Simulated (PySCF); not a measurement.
Compound: C10H8.
Numbering: `[CH:1]#[C:2][C:3]1=[CH:4]/[CH:5]=[CH:6]\[CH:7]=[CH:8]/[CH:9]=[CH:10]\1` (hydrogens: H11 on C1; H12 on C4; H13 on C5; H14 on C6; H15 on C7; H16 on C8; H17 on C9; H18 on C10)

A GFN2-xTB structure was refined with PySCF, PBE0-D3(BJ)/def2-SVP geometry optimisation, gas phase. Its GFN2-xTB values:

```json
{"coordinate": "C1≡C2", "GFN2-xTB": "1.201 Å"}
{"coordinate": "C1–H11", "GFN2-xTB": "1.049 Å"}
{"coordinate": "C2–C3", "GFN2-xTB": "1.417 Å"}
{"coordinate": "C3=C4", "GFN2-xTB": "1.338 Å"}
{"coordinate": "C3–C10", "GFN2-xTB": "1.477 Å"}
{"coordinate": "C4–C5", "GFN2-xTB": "1.460 Å"}
{"coordinate": "C4–H12", "GFN2-xTB": "1.085 Å"}
{"coordinate": "C5=C6", "GFN2-xTB": "1.329 Å"}
{"coordinate": "C5–H13", "GFN2-xTB": "1.085 Å"}
{"coordinate": "C6–H14", "GFN2-xTB": "1.084 Å"}
{"coordinate": "C7=C8", "GFN2-xTB": "1.328 Å"}
{"coordinate": "C7–H15", "GFN2-xTB": "1.084 Å"}
{"coordinate": "C8–H16", "GFN2-xTB": "1.084 Å"}
{"coordinate": "C9=C10", "GFN2-xTB": "1.326 Å"}
{"coordinate": "C9–H17", "GFN2-xTB": "1.085 Å"}
{"coordinate": "C10–H18", "GFN2-xTB": "1.084 Å"}
{"coordinate": "C2–C3–C4", "GFN2-xTB": "120.7°"}
{"coordinate": "C3–C4–C5", "GFN2-xTB": "125.7°"}
{"coordinate": "C3–C10–C9", "GFN2-xTB": "125.3°"}
{"coordinate": "C4–C5–C6", "GFN2-xTB": "125.8°"}
{"coordinate": "C5–C6–C7", "GFN2-xTB": "125.9°"}
{"coordinate": "C6–C7–C8", "GFN2-xTB": "125.9°"}
{"coordinate": "C7–C8–C9", "GFN2-xTB": "125.4°"}
{"coordinate": "C8–C9–C10", "GFN2-xTB": "125.8°"}
{"coordinate": "C2–C3–C10–C9", "GFN2-xTB": "123°"}
{"coordinate": "C3–C4–C5–C6", "GFN2-xTB": "58°"}
{"coordinate": "C5–C6–C7–C8", "GFN2-xTB": "-59°"}
{"coordinate": "C7–C8–C9–C10", "GFN2-xTB": "59°"}
```

Task: How do these coordinates change at the PBE0-D3(BJ)/def2-SVP level?

Result: 
```json
{"coordinate": "C1–H11", "PBE0-D3(BJ)/def2-SVP (Å or °)": "1.074", "change": "+0.025"}
{"coordinate": "C5=C6", "PBE0-D3(BJ)/def2-SVP (Å or °)": "1.344", "change": "+0.015"}
{"coordinate": "C3=C4", "PBE0-D3(BJ)/def2-SVP (Å or °)": "1.353", "change": "+0.015"}
{"coordinate": "C7=C8", "PBE0-D3(BJ)/def2-SVP (Å or °)": "1.342", "change": "+0.014"}
{"coordinate": "C2–C3", "PBE0-D3(BJ)/def2-SVP (Å or °)": "1.431", "change": "+0.014"}
{"coordinate": "C9=C10", "PBE0-D3(BJ)/def2-SVP (Å or °)": "1.339", "change": "+0.013"}
{"coordinate": "C1≡C2", "PBE0-D3(BJ)/def2-SVP (Å or °)": "1.214", "change": "+0.013"}
{"coordinate": "C6–H14", "PBE0-D3(BJ)/def2-SVP (Å or °)": "1.097", "change": "+0.013"}
{"coordinate": "C8–H16", "PBE0-D3(BJ)/def2-SVP (Å or °)": "1.097", "change": "+0.013"}
{"coordinate": "C7–H15", "PBE0-D3(BJ)/def2-SVP (Å or °)": "1.097", "change": "+0.013"}
{"coordinate": "C9–H17", "PBE0-D3(BJ)/def2-SVP (Å or °)": "1.097", "change": "+0.012"}
{"coordinate": "C5–H13", "PBE0-D3(BJ)/def2-SVP (Å or °)": "1.097", "change": "+0.012"}
{"coordinate": "C10–H18", "PBE0-D3(BJ)/def2-SVP (Å or °)": "1.096", "change": "+0.012"}
{"coordinate": "C4–H12", "PBE0-D3(BJ)/def2-SVP (Å or °)": "1.096", "change": "+0.011"}
{"coordinate": "C3–C10", "PBE0-D3(BJ)/def2-SVP (Å or °)": "1.483", "change": "+0.006"}
{"coordinate": "C4–C5", "PBE0-D3(BJ)/def2-SVP (Å or °)": "1.462", "change": "+0.002"}
{"coordinate": "C3–C4–C5", "PBE0-D3(BJ)/def2-SVP (Å or °)": "127.2", "change": "+1.5"}
{"coordinate": "C8–C9–C10", "PBE0-D3(BJ)/def2-SVP (Å or °)": "127.3", "change": "+1.5"}
{"coordinate": "C3–C10–C9", "PBE0-D3(BJ)/def2-SVP (Å or °)": "126.7", "change": "+1.4"}
{"coordinate": "C4–C5–C6", "PBE0-D3(BJ)/def2-SVP (Å or °)": "127.3", "change": "+1.5"}
{"coordinate": "C5–C6–C7", "PBE0-D3(BJ)/def2-SVP (Å or °)": "127.3", "change": "+1.4"}
{"coordinate": "C7–C8–C9", "PBE0-D3(BJ)/def2-SVP (Å or °)": "126.5", "change": "+1.1"}
{"coordinate": "C6–C7–C8", "PBE0-D3(BJ)/def2-SVP (Å or °)": "126.9", "change": "+1.0"}
{"coordinate": "C2–C3–C4", "PBE0-D3(BJ)/def2-SVP (Å or °)": "119.8", "change": "-0.9"}
{"coordinate": "C5–C6–C7–C8", "PBE0-D3(BJ)/def2-SVP (Å or °)": "-55", "change": "+4"}
{"coordinate": "C2–C3–C10–C9", "PBE0-D3(BJ)/def2-SVP (Å or °)": "126", "change": "+3"}
{"coordinate": "C7–C8–C9–C10", "PBE0-D3(BJ)/def2-SVP (Å or °)": "56", "change": "-3"}
{"coordinate": "C3–C4–C5–C6", "PBE0-D3(BJ)/def2-SVP (Å or °)": "55", "change": "-3"}
```

The energy falls by 2.3 kcal/mol over 6 energy and gradient evaluations, the largest force component goes from 0.0181 to 2.4e-04 Eh/bohr, and the atoms move by 0.096 Å rms after alignment. The bond that changes most is C1–H11 (terminal alkyne carbon to alkyne hydrogen), which lengthens by 0.025 Å. Bonds longer at the end by more than 0.005 Å: 15 of 18; shorter: 0. Rotational constants go from 2501, 1081, 866.9 to 2478, 1046, 830.0 MHz.

The run used 180 basis functions and 46 SCF cycles in all. Time: 99 s of wall time; peak memory 0.82 GiB. Hardware: Arm Neoverse V1, one thread, on a shared host.

Stationary, but not proved a minimum. The numbers are those of one conformer.
